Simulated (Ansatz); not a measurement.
One change: `OC[SiH2]P` becomes `CC[SiH2]P`.

Ansatz, PBE0-D4/def2-TZVP geometries, multiplicity 1. Each molecule was computed in one conformer, which needn't be the lowest.

| property | `OC[SiH2]P` |
| --- | --- |
| size of the dipole moment (B3LYP/def2-TZVPP) / D | 1.05 |
| zero-point energy (PBE0-D4/def2-TZVP) / kJ/mol | 201.5 |
| HOMO energy (ωB97M-V/def2-TZVPP) / eV | -9.59 |
| HOMO–LUMO gap (ωB97M-V/def2-TZVPP) / eV | 11.38 |
| size of the dipole moment (PBE/def2-TZVPP) / D | 1.01 |
| size of the dipole moment (ωB97M-V/def2-TZVPP) / D | 1.06 |

Q: What does the change do to each property? (Estimate.)

A: The calculation gave: 
```json
{"property": "size of the dipole moment (B3LYP/def2-TZVPP) / D", "`CC[SiH2]P`": "1.01", "shift": "-0.04"}
{"property": "zero-point energy (PBE0-D4/def2-TZVP) / kJ/mol", "`CC[SiH2]P`": "263.1", "shift": "61.6"}
{"property": "HOMO energy (ωB97M-V/def2-TZVPP) / eV", "`CC[SiH2]P`": "-9.49", "shift": "0.10"}
{"property": "HOMO–LUMO gap (ωB97M-V/def2-TZVPP) / eV", "`CC[SiH2]P`": "11.54", "shift": "0.16"}
{"property": "size of the dipole moment (PBE/def2-TZVPP) / D", "`CC[SiH2]P`": "1.03", "shift": "0.02"}
{"property": "size of the dipole moment (ωB97M-V/def2-TZVPP) / D", "`CC[SiH2]P`": "1.01", "shift": "-0.05"}
```

The zero-point energy changes by 61.6 kJ/mol with +6 modes. Dipoles are sizes alone; their direction can turn.

Positive LUMOs are unbound, so they and the gaps depend on the basis.

B3LYP here is the variant with VWN-RPA as its local correlation; programs differ in this.
